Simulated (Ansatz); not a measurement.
Computed with r2SCAN-D4/def2-TZVP in Ansatz (a program for electronic structure). No frequencies were computed at this level.

Ansatz 0.2 input:
```yaml
crystal:
  periodic: [false, false, false]
  atoms:
    - { symbol: C, position_ang: [1.090664, -0.110267, 0.113854] }
    - { symbol: Si, position_ang: [-0.732571, 0.070941, -0.088324] }
    - { symbol: H, position_ang: [1.590354, -1.062544, 0.089551] }
    - { symbol: H, position_ang: [1.739152, 0.729501, 0.293121] }
    - { symbol: H, position_ang: [-1.026617, 1.264595, -0.888569] }
    - { symbol: H, position_ang: [-1.272515, -1.124433, -0.739018] }
    - { symbol: H, position_ang: [-1.388466, 0.232209, 1.219387] }
basis:
  gaussian: { orbitals: def2-tzvp }
hamiltonian:
  xc: r2scan
  dispersion: d4
relax:
  max_steps: 150
magnetization:
  spin_polarized: true
  initial_magnetization: 1
```

Output:

```
Functional definition: r2SCAN
652 factors; their error is unknown
mean field evaluation 1: about -8989.1646 eV, gradient 2.9e1 eV
mean field evaluation 2: about -8985.9948 eV, gradient 3.6e1 eV
mean field evaluation 4: about -8993.5297 eV, gradient 9.9e-1 eV
mean field evaluation 8: about -8993.5224 eV, gradient 1.8e-1 eV
mean field evaluation 16: about -8993.5225 eV, gradient 6.3e-5 eV
mean field -8993.52251068 eV, -330.5058562391 hartree, gradient 6.3e-5 eV, S^2 0.756680; 0 other end points of the search recorded, 0 dependent functions left out
reference -8993.52252409 eV, -330.5058567317 hartree; 13, 12 occupied and 85, 86 virtual orbitals, 652 factors
relax step   1: F+E_penalty+E_count = -8993.54304477 eV  Δ(F+E_penalty+E_count) = +0.000e0 eV  max|allowed force component| = 5.274e-1 eV/Å  Δτ_max = 0.0000 Å  (28 SCF iters, accepted)
these checks for a lower state are left out or cut short: starts, cluster_reference, orbital_swaps, neighbouring_geometries, increment
652 factors; their error is unknown
mean field -8993.53716746 eV, -330.5063948658 hartree, gradient 2.5e-5 eV, S^2 0.756767; 0 other end points of the search recorded, 0 dependent functions left out
reference -8993.53718091 eV, -330.5063953598 hartree; 13, 12 occupied and 85, 86 virtual orbitals, 652 factors
relax step   2: F+E_penalty+E_count = -8993.55769950 eV  Δ(F+E_penalty+E_count) = -1.465e-2 eV  max|allowed force component| = 1.585e-1 eV/Å  Δτ_max = 0.0193 Å  (34 SCF iters, accepted)
these checks for a lower state are left out or cut short: starts, cluster_reference, orbital_swaps, neighbouring_geometries, increment
652 factors; their error is unknown
mean field -8993.53839758 eV, -330.5064400719 hartree, gradient 2.5e-5 eV, S^2 0.756796; 0 other end points of the search recorded, 0 dependent functions left out
reference -8993.53841104 eV, -330.5064405663 hartree; 13, 12 occupied and 85, 86 virtual orbitals, 652 factors
relax step   3: F+E_penalty+E_count = -8993.55893539 eV  Δ(F+E_penalty+E_count) = -1.236e-3 eV  max|allowed force component| = 2.435e-2 eV/Å  Δτ_max = 0.0062 Å  (36 SCF iters, accepted)
these checks for a lower state are left out or cut short: starts, cluster_reference, orbital_swaps, neighbouring_geometries, increment
652 factors; their error is unknown
mean field evaluation 32: about -8993.5382 eV, gradient 1.5e-1 eV
mean field -8993.53841047 eV, -330.5064405454 hartree, gradient 2.7e-5 eV, S^2 0.756791; 0 other end points of the search recorded, 0 dependent functions left out
reference -8993.53842392 eV, -330.5064410398 hartree; 13, 12 occupied and 85, 86 virtual orbitals, 652 factors
relax step   4: F+E_penalty+E_count = -8993.55895016 eV  Δ(F+E_penalty+E_count) = -1.477e-5 eV  max|allowed force component| = 2.234e-2 eV/Å  Δτ_max = 0.0056 Å  (26 SCF iters, accepted)
these checks for a lower state are left out or cut short: starts, cluster_reference, orbital_swaps, neighbouring_geometries, increment
652 factors; their error is unknown
mean field -8993.53843120 eV, -330.5064413072 hartree, gradient 2.3e-5 eV, S^2 0.756794; 0 other end points of the search recorded, 0 dependent functions left out
reference -8993.53844465 eV, -330.5064418017 hartree; 13, 12 occupied and 85, 86 virtual orbitals, 652 factors
relax step   5: F+E_penalty+E_count = -8993.55896982 eV  Δ(F+E_penalty+E_count) = -1.965e-5 eV  max|allowed force component| = 8.558e-4 eV/Å  Δτ_max = 0.0055 Å  (27 SCF iters, accepted)
652 factors; their error is unknown
mean field -8993.53843120 eV, -330.5064413072 hartree, gradient 3.6e-5 eV, S^2 0.756794; 1 other end points of the search recorded, 0 dependent functions left out
reference -8993.53844465 eV, -330.5064418016 hartree; 13, 12 occupied and 85, 86 virtual orbitals, 652 factors
Total energy: -8993.55898327 eV, -330.5071965820 hartree
Atom 0 at     1.098376    -0.110205     0.113760 Å, force     0.000856    -0.000156     0.000056 eV/Å
Atom 1 at    -0.721625     0.069669    -0.088612 Å, force     0.000203     0.000129     0.000085 eV/Å
Atom 2 at     1.599126    -1.072893     0.105477 Å, force    -0.000507     0.000032     0.000499 eV/Å
Atom 3 at     1.752524     0.738821     0.286309 Å, force    -0.000449     0.000091    -0.000520 eV/Å
Atom 4 at    -1.040841     1.277355    -0.895221 Å, force    -0.000064     0.000273     0.000162 eV/Å
Atom 5 at    -1.291193    -1.130126    -0.753484 Å, force    -0.000091    -0.000096    -0.000202 eV/Å
Atom 6 at    -1.396366     0.227380     1.231773 Å, force     0.000053    -0.000272    -0.000080 eV/Å
Dipole moment:     0.147551    -0.014833     0.022774 e Å
```

Cost: roughly 17 core-seconds.
